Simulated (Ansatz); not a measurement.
A nudged elastic band was laid between two geometries of CH5Ga + FH (9 atoms, charge 0, multiplicity 1).

The calculation used RKS PBE0-D4/def2-SVP (Ansatz).

```
movable images  : 7
climbing image  : yes
spring          : 5.0 eV/Å²
optimiser       : quadratic models (default)
start path      : through a guess of the saddle point
force threshold : 0.03 eV/Å
iteration limit : 60
end points      : relaxed
```

Image 0:

```xyz
9
Properties=species:S:1:pos:R:3
Ga 0.010 0.068 -0.020
H -0.037 0.301 1.575
H 1.428 0.131 -0.687
C -1.704 0.042 -0.979
H -2.215 -0.915 -0.784
H -2.364 0.845 -0.616
H -1.581 0.150 -2.066
F 0.075 -2.057 0.927
H 0.054 -1.478 1.669
```

Image 8:

```xyz
9
Properties=species:S:1:pos:R:3
Ga 0.128 -0.531 -0.432
H -0.277 0.135 2.014
H 1.479 0.254 -0.487
C -1.688 -0.058 -0.966
H -2.398 -0.828 -0.631
H -1.982 0.915 -0.543
H -1.751 0.024 -2.063
F 0.324 -2.202 0.121
H -0.167 -0.621 2.009
```

Which bonds break or form, and what moves?

Bonds broken: Ga1–H2, F8–H9. Bonds formed: Ga1–F8, H2–H9. CH5Ga + FH becomes CH4FGa + H2.

Give the energies along the band, and the barrier.

The run converged. The highest image is number 3 of 0 to 8, 0.262 eV above the first end and 0.866 eV above the last; the last end lies 0.604 eV below the first. A vibrational analysis at the climbing image gives 2 clearly imaginary modes (904i, 55i cm⁻¹): a point of higher order, so a lower path passes nearby. The orbitals stay closed-shell, which can raise the energy where a bond breaks towards radicals; this wasn't checked here.

```tsv
image	path coordinate (Å)	energy (eV)	Ga1–H2 (Å)	F8–H9 (Å)	Ga1–F8 (Å)
0	0.00	0.000	1.61	0.94	2.33
1	0.36	0.001	1.61	0.94	2.32
2	0.72	0.062	1.65	0.98	2.22
3	1.08	0.262	1.79	1.17	2.02
4	1.48	-0.176	2.00	1.59	1.86
5	1.87	-0.518	2.28	2.00	1.79
6	2.27	-0.597	2.55	2.40	1.77
7	2.66	-0.602	2.59	2.49	1.77
8	3.06	-0.604	2.57	2.51	1.77
```

What is the geometry of the highest image?


```xyz
9
Properties=species:S:1:pos:R:3
Ga 0.046 -0.225 -0.139
H -0.048 0.097 1.615
H 1.509 0.026 -0.612
C -1.705 -0.011 -0.973
H -2.226 -0.981 -0.979
H -2.317 0.698 -0.396
H -1.626 0.354 -2.007
F 0.046 -1.930 0.942
H -0.012 -0.939 1.571
```

Run time: 2.7 min on 2 threads of Arm Neoverse V2, with other jobs on the host, peak memory 0.2 GiB.
